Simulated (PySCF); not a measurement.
**Al⁺: excitation energy**

Al⁺ [Ne] 3s2 (1S) → Al⁺ [Ne] 3s1 4s1 (3S), as a difference of total energies. Computed with PySCF 2.14 in aug-cc-pCVTZ-DK, with scalar relativity by spin-free X2C-1e. Correlated levels: valence: [Ne] frozen. The calculations carry no spin-orbit coupling.

```json
{"method": "UHF", "excitation energy (eV)": "10.269"}
{"method": "MP2 (valence)", "excitation energy (eV)": "10.943"}
{"method": "SCS-MP2 (valence)", "excitation energy (eV)": "11.155"}
{"method": "CCSD (valence)", "excitation energy (eV)": "11.172"}
```

Problem. How much does correlation contribute at MP2 (valence)?

Solution. 10.943 − (10.269) = 0.674 eV, measured against UHF.

Errors of the correlated levels include the incompleteness of this basis and the frozen core.

With two correlated electrons CCSD is exact in that space.

For comparison: 11.317 eV (measured; NIST levels).
